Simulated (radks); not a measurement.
Neutral titanium inside a hard spherical wall (all orbitals vanish at R), configuration held at [Ar] 3d2 4s2 and not refilled when levels cross. Calculated with a radial shooting solver on a logarithmic mesh with Libxc functionals: scalar-relativistic Kohn-Sham, LDA (Slater exchange, VWN5 correlation), spin-unpolarised, spherical densities, finite nucleus; Fermi nuclear charge, rms radius 3.5921 fm. Eigenvalues in eV, with the zero of energy where the potential of the charges vanishes at infinity; a dash marks a level that is unbound or too diffuse for the functional's potential to be trusted. A positive occupied level is held by the wall or, in an anion where self-interaction has pushed it up, behind a barrier. The pressure on the wall is -dE/dV.

| R (bohr) | E (hartree) | kinetic (hartree) | e(3s) | e(3p) | e(4s) | e(3d) | e(4p, empty) | e(5s, empty) | pressure (GPa) |
|---|---|---|---|---|---|---|---|---|---|
| free | -851.73074 | 858.405 | -62.271 | -38.794 | -4.592 | -4.467 | -1.534 | -0.058 | 0 |
| 20 | -851.73074 | 858.405 | -62.271 | -38.794 | -4.592 | -4.467 | -1.534 | 0.053 | < 0.0001 |
| 15 | -851.73074 | 858.405 | -62.271 | -38.794 | -4.592 | -4.466 | -1.529 | 0.320 | < 0.0001 |
| 12 | -851.73065 | 858.406 | -62.261 | -38.784 | -4.584 | -4.457 | -1.497 | 0.901 | 0.00164 |
| 4 | -851.17473 | 860.484 | -54.964 | -31.650 | 5.664 | 2.499 | 12.550 | 48.741 | 96.8 |
| 3 | -849.69613 | 865.167 | -46.596 | -23.435 | 26.180 | 11.743 | 36.760 | 113.40 | 764 |
| 1.5 | -817.67354 | 951.223 | 38.996 | 67.118 | 316.76 | 108.52 | 327.51 | 750.71 | 87900 |
